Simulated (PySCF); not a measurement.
Gas-phase reaction: 3 GeH₃F → GeHF₃ + 2 GeH₂ + 4 H. Level: M06-2X/def2-TZVP†; standard pressure 1 bar.

Computed with PySCF and rigid-rotor harmonic-oscillator thermochemistry at 1 bar. † marks an energy on the PBE0/def2-TZVP geometry and frequencies. Open shells (unrestricted): H (multiplicity 2); the rest are closed-shell singlets. Ge: all electrons, no relativistic terms. GeHF₃, GeH₂: computed as isolated molecules; such fragments, hydroxides, amides, oligomers or adducts are transient or little studied in the gas. The harmonic model lacks anharmonicity and excited electronic states, which grow with temperature; levels with a mode under 35 cm⁻¹ are left out.

```tsv
T (K)	1000/T (1/K)	log10 K
800	1.2500	-51.34
1000	1.0000	-36.01
1200	0.8333	-25.77
1400	0.7143	?
1600	0.6250	-12.96
1800	0.5556	-8.69
```

### Question
Fit log10 K = a + b·(1000/T) to the five rows, get the mean ΔH° and ΔS°, and predict log10 K at 1400 K.

### Answer
Means: 1000/T = 0.8528, log10 K = -26.954. Sums of products about the means: Sxy = -19.65814, Sxx = 0.320037, so b = Sxy/Sxx = -61.42 and a = -26.954 − (-61.42)×0.8528 = 25.42.
ΔH° = −R ln 10 × 1000 K × b = −19.145 × (-61.42) = 1176 kJ; ΔS° = R ln 10 × a = 487 J/K. The run's own values go from 1172 kJ and 482 J/K at 800 K to 1177 kJ and 487 J/K at 1800 K.
Prediction at 1400 K: 25.42 + (-61.42)×0.7143 = -18.45. The computed value is -18.45, 0.00 from the line.
For scale, ΔH°(298 K) is 1152 kJ at this level, 1160 kJ at ωB97M-V/def2-TZVP†, and runs from 937 to 1273 kJ over the 20 levels computed.
